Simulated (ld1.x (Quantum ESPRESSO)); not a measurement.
# K (Z = 19), PAW: configuration errors across variants

K (Z = 19), PAW, made with ld1.x (Quantum ESPRESSO) 7.5 (PBEsol, scalar-relativistic). Core [Ne], reference 3s2 3p6 4s1 4p0. Waves: 3s (bound): rcut 1.70, rcutus 1.85 bohr; 4s (bound): rcut 1.70, rcutus 1.85 bohr; 3p (bound): rcut 2.15, rcutus 2.35 bohr; 4p (bound, empty): rcut 2.15, rcutus 2.35 bohr; 3d channel at 0.45 Ry: rcut 1.65, rcutus 2.25 bohr. Local part: all-electron potential smoothed inside 1.80 bohr (lloc = -1). Core correction: Bessel-smoothed model core, default radius (core density twice the valence density). Augmentation charge: PSQ, inside the norm-conserving radii.

All-electron excitation energies from the reference (eV): (1) 3s2 3p6 4s0 4p0 4.217; (2) 3s2 3p6 4s0.5 4p0 1.621; (3) 3s2 3p6 4s0 4p1 1.517.

The overlap operator is not positive definite (basis up to 400 Ry) in “base”, “wave 3d channel at 0.45 Ry: rcut 1.65, rcutus 2.25 bohr becomes 3d channel at 0.45 Ry: rcut 1.34, rcutus 1.42 bohr”, “wave 3d channel at 0.45 Ry: rcut 1.65, rcutus 2.25 bohr becomes 3d channel at 0.45 Ry: rcut 1.62, rcutus 1.72 bohr”, “wave 3d channel at 0.45 Ry: rcut 1.65, rcutus 2.25 bohr becomes 3d channel at 0.45 Ry: rcut 1.65, rcutus 1.90 bohr”, “wave 3d channel at 0.45 Ry: rcut 1.65, rcutus 2.25 bohr becomes 3d channel at 0.45 Ry: rcut 1.65, rcutus 2.06 bohr”, “wave 3d channel at 0.45 Ry: rcut 1.65, rcutus 2.25 bohr becomes 3d channel at 0.45 Ry: rcut 1.65, rcutus 2.30 bohr”, “wave 3d channel at 0.45 Ry: rcut 1.65, rcutus 2.25 bohr becomes 3d channel at 0.45 Ry: rcut 1.65, rcutus 2.50 bohr”, “wave 3d channel at 0.45 Ry: rcut 1.65, rcutus 2.25 bohr becomes 3d channel at 0.45 Ry: rcut 1.65, rcutus 2.80 bohr”, “wave 3d channel at 0.45 Ry: rcut 1.65, rcutus 2.25 bohr becomes 3d channel at 0.45 Ry: rcut 1.65, rcutus 2.90 bohr”, “wave 3d channel at 0.45 Ry: rcut 1.65, rcutus 2.25 bohr becomes 3d channel at 0.45 Ry: rcut 1.65, rcutus 3.20 bohr”. Such files are unfit for use, however small their errors in these radial tests.

Tests that are not counted but printed errors over 1 eV. “wave 3d channel at 0.45 Ry: rcut 1.65, rcutus 2.25 bohr becomes 3d channel at 0.45 Ry: rcut 1.65, rcutus 1.90 bohr”: 3s1 3p6 4s1 4p0 (solver errors, printed error -467 eV). “wave 3d channel at 0.45 Ry: rcut 1.65, rcutus 2.25 bohr becomes 3d channel at 0.45 Ry: rcut 1.65, rcutus 2.50 bohr”: 3s1 3p6 4s1 4p0 (solver errors, printed error -467 eV).

Errors AE − PS in meV (a dash: test not solved or not reliable):

| change | (1) | (2) | (3) | bound ghosts |
| --- | --- | --- | --- | --- |
| base | -2.8 | -0.4 | +5.6 | not determined (overlap not positive) |
| wave 3d channel at 0.45 Ry: rcut 1.65, rcutus 2.25 bohr becomes 3d channel at 0.45 Ry: rcut 1.34, rcutus 1.42 bohr | -2.8 | -0.4 | +5.6 | not determined (overlap not positive) |
| wave 3d channel at 0.45 Ry: rcut 1.65, rcutus 2.25 bohr becomes 3d channel at 0.45 Ry: rcut 1.62, rcutus 1.72 bohr | -2.8 | -0.4 | +5.6 | not determined (overlap not positive) |
| wave 3d channel at 0.45 Ry: rcut 1.65, rcutus 2.25 bohr becomes 3d channel at 0.45 Ry: rcut 1.65, rcutus 1.90 bohr | -2.8 | -0.4 | +5.6 | not determined (overlap not positive) |
| wave 3d channel at 0.45 Ry: rcut 1.65, rcutus 2.25 bohr becomes 3d channel at 0.45 Ry: rcut 1.65, rcutus 2.06 bohr | -2.8 | -0.4 | +5.6 | not determined (overlap not positive) |
| wave 3d channel at 0.45 Ry: rcut 1.65, rcutus 2.25 bohr becomes 3d channel at 0.45 Ry: rcut 1.65, rcutus 2.30 bohr | -2.8 | -0.4 | +5.6 | not determined (overlap not positive) |
| wave 3d channel at 0.45 Ry: rcut 1.65, rcutus 2.25 bohr becomes 3d channel at 0.45 Ry: rcut 1.65, rcutus 2.50 bohr | -2.8 | -0.4 | +5.6 | not determined (overlap not positive) |
| wave 3d channel at 0.45 Ry: rcut 1.65, rcutus 2.25 bohr becomes 3d channel at 0.45 Ry: rcut 1.65, rcutus 2.80 bohr | -2.8 | -0.4 | +5.6 | not determined (overlap not positive) |
| wave 3d channel at 0.45 Ry: rcut 1.65, rcutus 2.25 bohr becomes 3d channel at 0.45 Ry: rcut 1.65, rcutus 2.90 bohr | -2.8 | -0.4 | +5.6 | not determined (overlap not positive) |
| wave 3d channel at 0.45 Ry: rcut 1.65, rcutus 2.25 bohr becomes 3d channel at 0.45 Ry: rcut 1.65, rcutus 3.20 bohr | -2.8 | -0.4 | +5.6 | not determined (overlap not positive) |

**Question.** Give the same row for: wave 3d channel at 0.45 Ry: rcut 1.65, rcutus 2.25 bohr becomes 3d channel at 0.45 Ry: rcut 1.65, rcutus 3.38 bohr.

**Answer.** -2.8, -0.4, +5.6; bound ghosts: not determined (overlap not positive). Its overlap operator is not positive definite in a basis up to 400 Ry (lowest eigenvalue s -0.13, p -11.38), so the file is unfit for use: the generalised eigenproblem breaks down once the basis is large enough, and its test numbers describe a broken file.
